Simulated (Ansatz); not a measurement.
Computed with frozen-core CCSD(T)/def2-TZVPP // PBE-D3(BJ)/def2-TZVP (Ansatz, an electronic-structure program).

Ansatz 0.2 input:
```yaml
crystal:
  periodic: [false, false, false]
  atoms:
    - { symbol: Br, position_ang: [-1.744642, -0.316175, 0.000007] }
    - { symbol: B, position_ang: [-0.088745, 0.588825, -0.000001] }
    - { symbol: I, position_ang: [1.833389, -0.27265, -0.000006] }
basis:
  gaussian: { orbitals: def2-TZVPP }
correlation:
  method: ccsd_t
magnetization:
  spin_polarized: true
  initial_magnetization: 1
```

Output:

```
Functional definition: HF
1007 factors; integrals over basis functions are off by at most 8.9e-4 eV
mean field evaluation 1: about -78741.9404 eV, gradient 9.7e0 eV
mean field evaluation 2: about -78741.9459 eV, gradient 9.7e0 eV
mean field evaluation 4: about -78743.2060 eV, gradient 2.8e0 eV
mean field evaluation 8: about -78743.4018 eV, gradient 2.9e-1 eV
mean field evaluation 16: about -78742.8845 eV, gradient 6.7e0 eV
mean field evaluation 32: about -78741.5398 eV, gradient 3.2e-2 eV
mean field evaluation 64: about -78738.0037 eV, gradient 1.9e0 eV
mean field -78743.40496101 eV, -2893.7667581201 hartree, gradient 1.6e-6 eV, S^2 0.759262; 1 other end points of the search recorded, 0 dependent functions left out
determinant -78743.40496101 eV, -2893.7667581201 hartree, with singles and doubles -78765.78787127 eV, -2894.5893149007 hartree
determinant -78741.53983894 eV, -2893.6982161486 hartree, with singles and doubles -78764.03532388 eV, -2894.5249099718 hartree
14 core orbitals not correlated
reference -78743.40496101 eV, -2893.7667581201 hartree; 19, 18 occupied and 96, 97 virtual orbitals, 1007 factors
second order -22.93435577 eV of doubles, -0.00000000 eV of singles
cycle   1  -22.38422751 eV  change   -1.3e-3 eV  update   1.2e-3
cycle   2  -22.38435138 eV  change   -1.2e-4 eV  update   8.5e-4
cycle   3  -22.38420701 eV  change    1.4e-4 eV  update   4.2e-4
cycle   4  -22.38444353 eV  change   -2.4e-4 eV  update   1.5e-4
cycle   5  -22.38460324 eV  change   -1.6e-4 eV  update   4.1e-5
cycle   6  -22.38462747 eV  change   -2.4e-5 eV  update   1.8e-5
perturbative correction -0.70436404 eV, -0.0258849012 hartree
Total energy: -78766.49395252 eV, -2894.6152629081 hartree
```

Cost: about 2.2 core-minutes (a rough figure).
